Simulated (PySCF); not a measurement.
1,1,2-trichloroprop-1-ene (C3H3Cl3), SMILES CC(Cl)=C(Cl)Cl. Atoms are numbered in the order given.

```xyz
9

C     -2.0631     0.8813     0.0000
C     -0.5811     0.6829     0.0000
Cl     0.3558     2.1531     0.0000
C      0.0662    -0.5129     0.0000
Cl    -0.8008    -2.0215     0.0000
Cl     1.7865    -0.6696     0.0000
H     -2.5929    -0.0879     0.0000
H     -2.3727     1.4628     0.8931
H     -2.3727     1.4628    -0.8931
```

Geometry: PBE-D3(BJ)/def2-SVP.

Level of theory: PBE/def2-TZVP (PySCF).

Symmetry labels are those of the subgroup Cs that the program uses (full group Cs).

Computed valence orbital energies around the gap with their symmetry:
| orbital | symmetry | energy (eV) |
|---|---|---|
| HOMO−7 | A' | -9.86 |
| HOMO−6 | A" | -9.85 |
| HOMO−5 | A" | -8.50 |
| HOMO−4 | A' | -8.45 |
| HOMO−3 | A" | -8.09 |
| HOMO−2 | A' | -8.07 |
| HOMO−1 | A' | -7.33 |
| HOMO | A" | -5.93 |
| LUMO | A" | -1.61 |
| LUMO+1 | A' | -1.23 |
| LUMO+2 | A' | -1.04 |
| LUMO+3 | A' | 0.62 |
